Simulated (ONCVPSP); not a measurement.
Which change was made? (Al, ONCV)

```json
{
  "Element": "aluminium (Al)",
  "Generator": "ONCVPSP 4.0.1",
  "Type": "optimised norm-conserving Vanderbilt (ONCV)",
  "Functional": "PBEsol",
  "Relativity": "scalar-relativistic",
  "Frozen core": "[Ne]",
  "Valence charge": "3",
  "Reference configuration": "3s2 3p1",
  "Partial waves": "3s: rc 1.65 bohr, ncon 3, nbas 7, qcut 3.1 1/bohr, 2 projectors, debl 2.2 Ha; 3p: rc 2.45 bohr, ncon 4, nbas 7, qcut 3.2 1/bohr, 2 projectors, debl 0.4 Ha; d scattering state at 0.14 Ha: rc 2.45 bohr, ncon 3, nbas 7, qcut 4.3 1/bohr, 3 projectors, debl 0.5 Ha",
  "Local potential": "polynomial inside 1.30 bohr (lpopt 5, dvloc0 1 Ha)",
  "Core correction": "Teter function, fcfact 5.75, rcfact 1.05"
}
```

Cutoffs, loose and tight: the cutoffs (Ha) at which the residual kinetic energy of the hardest occupied pseudo-wave falls to 1 and 0.1 mHa per electron. They do not see the model core or the augmentation charge, which bear on the density cutoff. Test errors are all-electron minus pseudo excitation energies from the reference, over the configurations 3s2 3p0; 3s1 3p0; 3s2 3p0.5; 3s0 3p3; variants that change the core or the reference have their own tests.

The base gives: outcome: generated; cutoff, loose: 5.7 Ha; cutoff, tight: 24 Ha; bound ghosts: none; GHOST(+) flags above zero: s, d; largest test error (meV): +2.8.

Q: After one change the result is: outcome: generated; cutoff, loose: 77 Ha; cutoff, tight: 97 Ha; bound ghosts: s, d; GHOST(+) flags above zero: none; largest test error (meV): -8.0. Which change was it?
A. all radii but the core radius scaled by about 1.07 (s 1.78, p 2.62, d 2.62 bohr); local potential polynomial inside 1.40 bohr (lpopt 5, dvloc0 1 Ha)
B. all radii but the core radius scaled by about 0.80 (s 1.32, p 1.96, d 1.96 bohr); local potential polynomial inside 1.04 bohr (lpopt 5, dvloc0 1 Ha)
C. all radii but the core radius scaled by about 1.22 (s 2.02, p 3.00, d 3.00 bohr); local potential polynomial inside 1.58 bohr (lpopt 5, dvloc0 1 Ha)

A: B. The others give: all radii but the core radius scaled by about 1.22 (s 2.02, p 3.00, d 3.00 bohr); local potential polynomial inside 1.58 bohr (lpopt 5, dvloc0 1 Ha) → outcome: generated; cutoff, loose: 5.0 Ha; cutoff, tight: 28 Ha; bound ghosts: none; GHOST(+) flags above zero: s; largest test error (meV): -5.0 | all radii but the core radius scaled by about 1.07 (s 1.78, p 2.62, d 2.62 bohr); local potential polynomial inside 1.40 bohr (lpopt 5, dvloc0 1 Ha) → outcome: generated; cutoff, loose: 5.7 Ha; cutoff, tight: 34 Ha; bound ghosts: d; GHOST(+) flags above zero: s, d; largest test error (meV): -2.4.
